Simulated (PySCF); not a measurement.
These compounds are isomers of formula C$_{7}$H$_{5}$F$_{3}$O.

A. `InChI=1S/C7H5F3O/c1-4-3-6(5(4)2)11-7(8,9)10/h3H,1-2H2`
B. `Oc1cc(F)cc(C(F)F)c1`
C. SMILES C=C=C=C(C)C(=O)C(F)(F)F
D. SMILES C=CC1=C(OC(F)(F)F)C1=C

Spectrum 1. 1H NMR (400 MHz, computed): δ 6.33 (s, 2H), 2.29 (s, 3H). 13C{1H} NMR (computed): δ 201.5 (C), 184.2 (C), 182.0 (C), 126.5 (C), 120.5 (C), 116.8 (CH2), 21.4 (CH3).

Spectrum 2. 1H NMR (400 MHz, computed): δ 6.83 (m, 1H), 6.21 (m, 1H), 6.09 (m, 1H), 4.15 (br s, 1H), 3.96 (br s, 1H). 13C{1H} NMR (computed): δ 147.2 (C), 137.5 (CH2), 130.8 (C), 124.9 (CH), 123.1 (C), 118.9 (C), 65.2 (CH2).

Spectrum 3. 1H NMR (400 MHz, computed): δ 6.51 (s, 1H), 5.29 (m, 1H), 5.26 (m, 1H), 5.22 (m, 1H), 5.18 (m, 1H). 13C{1H} NMR (computed): δ 163.8 (C), 151.7 (C), 147.3 (C), 134.6 (CH), 130.1 (C), 102.1 (CH2), 101.1 (CH2).

Spectrum 4. 1H NMR (400 MHz, computed): δ 7.48 (m, 1H), 6.81 (m, 1H), 6.70 (m, 1H), 6.59 (m, 1H), 4.65 (br s, 1H). 13C{1H} NMR (computed): δ 172.8 (C), 165.6 (C), 146.0 (C), 121.4 (CH), 114.8 (CH), 111.2 (CH), 108.1 (CH).

- coordinates at the GFN2-xTB level
- NMR shieldings at PBE0/pcSseg-1/GIAO
- code: PySCF 2.14
- gas phase, fast rotation and ring inversion assumed for equivalent nuclei, relativity neglected, one computed conformer

References, each an isolated molecule treated in the same way: 1H and 13C against TMS. Splittings of carbon signals by F and P are missing where no couplings were computed. Where no couplings were computed, multiplicities follow the n + 1 count of equivalent neighbours, and m marks all less simple cases (inequivalent or close neighbours, rings, F or P nearby). Shifts are as computed. Against solution values, carbons near 30 ppm lie about +3 ppm off and those near 130 ppm about +5 ppm. Of 1211 compounds with measured shifts, 218 miss one by over three times the rms of a fit or turn the order of signals round; such compounds aren't used in these exercises. OH and NH positions are gas-phase values without hydrogen bonding to other molecules.

Question: Which spectrum belongs to which compound?

Answer: 1–C, 2–D, 3–A, 4–B.

- Spectrum 1 (C): 7 13C signals; δC 201.5 is a central carbon of an allene; δC 184.2 is a ketone carbonyl carbon.
- Spectrum 2 (D): 7 13C signals; δC 147.2 is an alkene carbon bearing oxygen; δC 137.5 is a terminal =CH2 carbon.
- Spectrum 3 (A): 7 13C signals; δC 163.8 is an alkene carbon bearing oxygen; δC 151.7 is a fully substituted alkene carbon.
- Spectrum 4 (B): 7 13C signals; δC 172.8 is an aromatic carbon bearing fluorine; δC 165.6 is an aromatic carbon bearing oxygen.
